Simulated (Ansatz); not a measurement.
Br$_{5}$Ta, singlet, geometry from GFN2-xTB (such geometries of metal compounds can be far from the true shape) (core potentials on Ta); Ansatz (a program for electronic structure) with SVWN5/def2-SV(P).

Ansatz was given this input:
Ansatz 0.2 input:
```yaml
crystal:
  periodic: [false, false, false]
  atoms:
    - {symbol: Ta, position_ang: [0.00000000, -0.00000000, -0.00000000]}
    - {symbol: Br, position_ang: [1.78704776, -0.53182548, 1.65658392]}
    - {symbol: Br, position_ang: [-1.78704776, 0.53182548, -1.65658392]}
    - {symbol: Br, position_ang: [0.39949479, 2.38404800, 0.33441180]}
    - {symbol: Br, position_ang: [1.23333407, -1.21431136, -1.72030440]}
    - {symbol: Br, position_ang: [-1.63282886, -1.16973665, 1.38589260]}
basis:
  gaussian:
    orbitals: def2-SV_P_.json
hamiltonian:
  xc: {name: SVWN5}
```
The basis file holds def2-SV(P) in the JSON format of the Basis Set Exchange.

What the program printed (banner, timings and long lists left out):

```
Functional definition: SVWN5
2016 factors; their error is unknown
mean field evaluation 1: about -351262.8363 eV, gradient 2.4e1 eV
mean field evaluation 2: about -351244.9140 eV, gradient 8.8e1 eV
mean field evaluation 4: about -351263.8061 eV, gradient 6.4e0 eV
mean field evaluation 8: about -351263.9072 eV, gradient 1.3e-1 eV
mean field evaluation 16: about -351263.6348 eV, gradient 1.9e-4 eV
mean field -351263.63483785 eV, -12908.7004852477 hartree, gradient 2.9e-5 eV, S^2 0.000000; 0 other end points of the search recorded, 0 dependent functions left out
reference -351263.63488770 eV, -12908.7004870799 hartree; 94, 94 occupied and 91, 91 virtual orbitals, 2016 factors
Total energy: -351263.63488770 eV, -12908.7004870799 hartree
```
